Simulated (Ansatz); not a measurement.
Molecule: CF, net charge 0, doublet state. 
Coordinates optimised at B3LYP-D3(BJ)/def2-TZVP (Ansatz, an electronic-structure program):
```xyz
2

C      0.0000     0.0000    -0.7653
F      0.0000     0.0000     0.5102
```
Charge 0, spin multiplicity 2.

Parts of the frozen-core correlation energy in cc-pVDZ (Ansatz, hartree). Frozen orbitals: 2; correlated occupied orbitals by spin: 6 and 5; virtual: 20 and 21. Open shells are spin-unrestricted. No spin-orbit coupling. Non-relativistic.

```
term                            value
-------------------------  ----------
reference (HF)             -137.18004
MP2 opposite-spin            -0.19927
MP2 same-spin                -0.07073
CCSD correlation             -0.28787
(T)                          -0.00709
CCSDT minus CCSD(T)          -0.00068
CCSDT(Q) minus CCSD(T)       -0.00128
T1 diagnostic                   0.021
largest doubles amplitude       0.098
<S^2> of the reference          0.760
```
